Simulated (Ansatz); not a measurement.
System: tribromo(chloro)methane, CBr₃Cl, net charge 0, singlet state. 
Coordinates optimised at B3LYP-D3(BJ)/def2-TZVP (Ansatz, a program for electronic structure):
```xyz
5

Cl    -1.0768     0.2920     1.7453
C     -0.1586     0.0430     0.2570
Br    -1.2041    -1.0509    -0.9858
Br     0.2307     1.7733    -0.5731
Br     1.5236    -0.8716     0.6672
```

Parts of the frozen-core correlation energy in def2-TZVPPD (Ansatz, hartree). Frozen orbitals: 48; correlated occupied orbitals by spin: 16 and 16; virtual: 195 and 195. Spin-orbit coupling is left out. Non-relativistic.

| term | value |
|---|---|
| reference (HF) | -8214.59210 |
| MP2 opposite-spin | [?] |
| MP2 same-spin | [?] |
| CCSD correlation | [?] |
| (T) | -0.04559 |
| T1 diagnostic | 0.011 |
| largest doubles amplitude | 0.024 |

### Question
Complete the blanks.

### Answer

- MP2 opposite-spin, value: -0.63549
- MP2 same-spin, value: -0.22223
- CCSD correlation, value: -0.90085
